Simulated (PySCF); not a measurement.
GeH6N2.
Structure used (PBE0-D3(BJ)/def2-SVP), in Å, numbered top down from 1:
```
atom  x, y, z in Å
N1    -1.499   -0.108   -0.055
N2    -0.260   -0.685   -0.349
Ge3    1.301    0.043    0.287
H4    -1.783   -0.357    0.890
H5    -1.485    0.912   -0.121
H6    -0.249   -1.084   -1.282
H7     2.471   -0.722   -0.357
H8     1.404    1.556   -0.042
H9     1.312   -0.106    1.821
```

Level of theory: TDDFT CAM-B3LYP/def2-SVPD, vertical, gas phase, core orbitals frozen in the response (PySCF). The CAM-B3LYP/def2-SVPD calculation is non-relativistic and has no spin–orbit coupling, an omission that weighs most on germanium.

Frontier orbitals with the atoms that hold most of them (Löwdin shares over 4%, at most four atoms; ? is withheld):

```
orbital  ε (eV)                            atoms
 HOMO-3  -11.19   Ge3 40%, H8 28%, H9 12%, N2 8%
 HOMO-2  -11.10   Ge3 42%, H7 26%, H9 23%, N2 5%
 HOMO-1   -8.60                                ?
   HOMO   -8.27   N2 58%, N1 15%, Ge3 10%, H8 5%
   LUMO       ?                                ?
 LUMO+1    1.36  Ge3 43%, H8 14%, H9 12%, N2 11%
 LUMO+2    2.04    Ge3 42%, H5 12%, H4 9%, H8 8%
```

(1) Give the leading atoms of the LUMO.

(2) Which atoms hold the HOMO-1, and with what shares?

(3) What is the LUMO energy, and the HOMO–LUMO gap?

Results:

(1) Ge3 (bonded to N and 3 H) 52%; H7 (bonded to Ge) 9%; H8 (bonded to Ge) 7%; H9 (bonded to Ge) 7%. By element: germanium 52%, hydrogen 23% or more.

(2) N1 (bonded to N and 2 H) 57%; N2 (bonded to Ge, N and H) 19%; H4 (bonded to N) 6%; Ge3 (bonded to N and 3 H) 6%. By element: nitrogen 76%, hydrogen 6% or more, germanium 6%.

(3) ε(LUMO) = 0.88 eV; the gap is 9.15 eV (0.3362 hartree).

How does S1 compare with the orbital gap of 9.15 eV?

S1 is at 5.86 eV (f = 0.0024), 3.29 eV below the gap, made of HOMO→LUMO (74%), HOMO→LUMO+1 (22%). Without the coupling terms of the response equations the lowest excitation would equal the gap.

One configuration dominates each of S1 and S2. Which, and how do the shares of the two leading atoms of either orbital change from the occupied to the empty one?

- S1 (5.86 eV, f 0.0024), HOMO→LUMO (74%): N2 58% → at most 8%, N1 15% → at most 8%, Ge3 10% → 52%, H7 at most 6% → 9%
- S2 (6.28 eV, f 0.0061), HOMO-1→LUMO (72%): N1 57% → at most 8%, N2 19% → at most 8%, Ge3 6% → 52%, H7 at most 6% → 9%

The run took 34 s wall on one thread, Arm Neoverse V2 (aarch64), no GPU, on a shared host, and the process peaked at 0.60 GiB of memory.

One conformer stands for the species.

Without π bonds the low states may be Rydberg-like; a valence basis with one diffuse set may place them up to an eV too high.
